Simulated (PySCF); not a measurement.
A structure optimised at PBE-D3(BJ)/def2-TZVP, used in a PySCF frequency run:

```
Zn
Cl 1 2.0905
Cl 1 2.0905 2 180.00
```
Charge 0, spin multiplicity 1.

### Question
Write its SMILES, formula and point group.

### Answer
[Cl][Zn][Cl], Cl2Zn, D∞h

### Question
What are its rotational constants (standard atomic weights)?

### Answer
1.6311 GHz (linear rotor, B only)
